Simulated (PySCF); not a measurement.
How the method moves the HOMO and LUMO of `O=C(O)c1cccs1`

Species: C₅H₄O₂S.
Structure used (PBE0-D3(BJ)/def2-SVP), in Å, numbered top down from 1:
```xyz
12
C5H4O2S angstrom
O      2.3632    1.1862   -0.4077
C      1.8214    0.2531    0.1285
O      2.4836   -0.6624    0.8515
C      0.3791   -0.0107    0.0712
C     -0.5451    0.7592   -0.6001
C     -1.8618    0.2560   -0.4755
C     -1.9097   -0.8869    0.2882
S     -0.3664   -1.3550    0.8555
H      3.4178   -0.4061    0.8312
H     -0.2537    1.6513   -1.1552
H     -2.7423    0.7131   -0.9283
H     -2.7869   -1.4803    0.5451
```

Basis pcSseg-1 throughout (PySCF), one geometry. Isolated species at its PBE0-D3(BJ)/def2-SVP geometry (one conformer only).

**Question.** How do the orbital energies, the gap and the dipole change with the method?

**Answer.** 
```csv
method,kind,HOMO (eV),LUMO (eV),gap (eV),μ (D),SCF cycles
B97-D,GGA,-6.24,-2.38,3.87,1.88,17
OPBE,GGA,-6.30,-2.38,3.92,1.77,18
KT2,GGA,-6.33,-2.44,3.90,1.87,17
B97-2,global hybrid,-7.13,-1.71,5.42,1.92,15
PBE0,global hybrid,-7.38,-1.67,5.72,1.91,14
BHandHLYP,global hybrid,-8.23,-0.69,7.53,2.04,14
CAM-B3LYP,range-separated hybrid,-8.58,-0.58,8.00,1.90,14
wB97X-D,range-separated hybrid,-9.17,0.01,9.18,1.90,15
```

The HOMO spans 2.92 eV, from B97-D down to wB97X-D, and the gap runs from 3.87 eV (B97-D) to 9.18 eV (wB97X-D). Over the methods B97-D (0 %), OPBE (0 %), KT2 (0 %), B97-2 (21 %), PBE0 (25 %), BHandHLYP (50 %), a straight line through the gap against the share of exact exchange rises by 0.73 eV for each 10 % (correlation coefficient 1.000). The dipole ranges from 1.77 D (OPBE) to 2.04 D (BHandHLYP). This basis has no diffuse functions.

The vertical ΔSCF ionisation energy at CAM-B3LYP/def2-SVPD is 9.31 eV; −ε(HOMO) comes closest to it with wB97X-D (9.17 eV).
